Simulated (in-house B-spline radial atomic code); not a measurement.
A radial electron density 4πr²n(r) was computed for an atom or ion in its tabulated ground configuration with a B-spline radial code for spherical atoms; method: Dirac-Hartree-Fock, average of configuration. Columns: r (bohr), 4πr²n(r) (electrons per bohr), bar.

```
 0.00135    2.131 #
 0.00163    2.958 ##
 0.00198    4.125 ##
  0.0024    5.692 ###
  0.0029    7.749 ####
 0.00352    10.52 ######
 0.00426    14.05 ########
 0.00517    18.56 ###########
 0.00626       24 ##############
 0.00759    30.43 ##################
 0.00919    37.55 ######################
  0.0111    44.83 ##########################
  0.0135    51.91 ##############################
  0.0164    57.46 #################################
  0.0198    60.47 ###################################
   0.024    60.57 ###################################
  0.0291    57.98 ##################################
  0.0353    54.29 ###############################
  0.0427    52.22 ##############################
  0.0518    54.31 ################################
  0.0627    61.22 ####################################
   0.076    70.29 #########################################
  0.0921    75.85 ############################################
   0.112    72.96 ##########################################
   0.135    62.86 ####################################
   0.164    52.29 ##############################
   0.199     50.2 #############################
   0.241    56.45 #################################
   0.292    60.99 ###################################
   0.353    54.15 ###############################
   0.428    37.35 ######################
   0.519     21.9 #############
   0.629    15.53 #########
   0.762    14.96 #########
   0.923     13.1 ########
    1.12    8.202 #####
    1.36     3.41 ##
    1.64   0.9531 #
    1.99   0.1564 
    2.41  0.01513 
    2.92 0.0007861 
    3.54 1.964e-05
```

(1) Which atom or ion is it?
A. Ag10+
B. Sn11+
C. Pd10+
D. Rh10+

Results:

(1) A. The area under the curve, ∫4πr²n dr = ∫r·4πr²n d(ln r) on this logarithmic grid, is 37 electrons, which only this option has. The configuration is [Kr] 4d1.
